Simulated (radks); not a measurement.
All-electron atom: Rh3+ in [Kr] 4d6. Method: scalar-relativistic Kohn-Sham, SCAN, spin-unpolarised, spherical densities, finite nucleus; meta-GGA in the generalised Kohn-Sham scheme; Fermi nuclear charge, rms radius 4.4945 fm; computed with a radial shooting solver on a logarithmic mesh with Libxc functionals.

Normalised radial functions P(r) = r R(r), r in bohr:

r,4s,4p
0.001663,0.0648,0.0016
0.00189,0.0723,0.0020
0.002165,0.0812,0.0026
0.002461,0.0903,0.0032
0.00282,0.1009,0.0041
0.003205,0.1118,0.0051
0.003672,0.1242,0.0066
0.004173,0.1368,0.0082
0.004781,0.1509,0.0105
0.005434,0.1648,0.0132
0.006225,0.1800,0.0167
0.007132,0.1953,0.0212
0.008106,0.2095,0.0265
0.009287,0.2236,0.0334
0.01056,0.2355,0.0415
0.01209,0.2457,0.0520
0.01374,0.2519,0.0641
0.01575,0.2538,0.0796
0.0179,0.2497,0.0971
0.0205,0.2376,0.1189
0.0233,0.2174,0.1429
0.0267,0.1853,0.1719
0.03035,0.1438,0.2024
0.03477,0.0873,0.2375
0.03983,0.0180,0.2743
0.04527,-0.0569,0.3086
0.05186,-0.1436,0.3419
0.05895,-0.2268,0.3669
0.06753,-0.3095,0.3821
0.07676,-0.3729,0.3809
0.08794,-0.4137,0.3576
0.09995,-0.4169,0.3101
0.1145,-0.3733,0.2292
0.1301,-0.2834,0.1239
0.1491,-0.1368,-0.0155
0.1708,0.0511,-0.1735
0.1942,0.2450,-0.3236
0.2224,0.4395,-0.4643
0.2528,0.5794,-0.5576
0.2896,0.6463,-0.5915
0.3292,0.6076,-0.5455
0.3771,0.4483,-0.4066
0.4286,0.1980,-0.1975
0.4911,-0.1428,0.0874
0.5582,-0.4873,0.3827
0.6395,-0.8181,0.6814
0.7268,-1.0489,0.9103
0.8327,-1.1725,1.0644
0.954,-1.1634,1.1097
1.084,-1.0483,1.0552
1.242,-0.8526,0.9172
1.412,-0.6421,0.7428
1.617,-0.4285,0.5443
1.838,-0.2679,0.3757
2.106,-0.1455,0.2304
2.394,-0.0727,0.1315
2.743,-0.0303,0.0644
3.117,-0.0115,0.0291
3.571,-0.0034,0.0108
4.059,-0.0009,0.0036
4.65,-0.0002,0.0009

4s: eigenvalue -121.10 eV, 3 radial nodes at r = 0.0411, 0.165, 0.465 bohr, <r> = 0.976 bohr, 90 % of the charge inside 1.41 bohr. 4p: eigenvalue -87.708 eV, 2 radial nodes at r = 0.147, 0.472 bohr, <r> = 1.07 bohr, 90 % of the charge inside 1.57 bohr.
